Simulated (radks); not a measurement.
Neutral lithium inside a hard spherical wall (all orbitals vanish at R), configuration held at [He] 2s1 and not refilled when levels cross. Method: non-relativistic Kohn-Sham, LDA (Slater exchange, VWN5 correlation), spin-unpolarised, spherical densities, point nucleus; without spin polarisation the odd electron is poorly described; computed with a radial shooting solver on a logarithmic mesh with Libxc functionals. Eigenvalues in eV, with the zero of energy where the potential of the charges vanishes at infinity; a dash marks a level that is unbound or too diffuse for the functional's potential to be trusted. A positive occupied level is held by the wall or, in an anion where self-interaction has pushed it up, behind a barrier. The pressure on the wall is -dE/dV.

R (bohr),E (hartree),kinetic (hartree),e(1s),e(2s),"e(2p, empty)","e(3s, empty)",pressure (GPa)
free,-7.33520,7.237,-51.118,-2.872,-1.125,-0.059,0
20,-7.33519,7.237,-51.118,-2.872,-1.125,0.087,< 0.0001
15,-7.33517,7.238,-51.113,-2.869,-1.113,0.440,0.000203
12,-7.33489,7.240,-51.067,-2.841,-1.046,1.175,0.00426
10,-7.33355,7.249,-50.919,-2.743,-0.868,2.405,0.0320
7,-7.31660,7.320,-49.963,-1.925,0.273,8.164,0.708
6,-7.29378,7.394,-49.180,-1.025,1.340,13.047,2.18
5,-7.24062,7.539,-47.920,0.865,3.329,21.974,7.51
3.5,-6.96274,8.167,-44.190,9.771,11.026,56.598,71.7
3,-6.70378,8.696,-41.905,17.670,16.904,83.312,182
